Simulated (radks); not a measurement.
The numbers below are computed, except where a source is named.
Task: Excited configurations of Os II: one electron is placed in a higher orbital outside [Xe] 4f14 5d6. The ground configuration is [Xe] 4f14 5d6 6s1. Code: a radial shooting solver on a logarithmic mesh with Libxc functionals. Model: scalar-relativistic Kohn-Sham, PBE, spin-unpolarised, spherical densities, finite nucleus; Fermi nuclear charge, rms radius 5.4126 fm. Excitation = E - E(ground); binding = E(ion) - E, where the ion is the core of charge +2; n* = 2/sqrt(2 binding) in atomic units, and the quantum defect is n - n*.

| outer orbital | excitation (eV) | binding (eV) | n* | quantum defect | eigenvalue (eV) | <r> (bohr) |
|---|---|---|---|---|---|---|
| 5f | 13.342 | 3.567 | 3.906 | 1.094 | -2.494 | 8.426 |
| 6f | 14.470 | 2.439 | 4.724 | 1.276 | -1.820 | 14.26 |
| 7s | 10.205 | 6.703 | 2.849 | 4.151 | -5.275 | 6.352 |
| 7p | 11.771 | 5.138 | 3.255 | 3.745 | -4.013 | 7.850 |

Estimate the row for 6p.

Result: excitation (eV) 6.139; binding (eV) 10.770; n* 2.248; quantum defect 3.752; eigenvalue (eV) -7.893; <r> (bohr) 3.653. The Delta-SCF ionisation energy is 16.909 eV (NIST Atomic Spectra Database: 17 eV, semi-empirical). Self-interaction in the functional shifts the binding energies and quantum defects, so they are the method's values and not measured ones. Spin polarisation and multiplet splitting are left out, so open shells lie too high by an amount that depends on their filling. Spin-orbit splitting is averaged out at the scalar-relativistic level.

Beside tabulated values, note that spin-unpolarised runs miss the spin-polarisation part of the exchange energy of open shells.
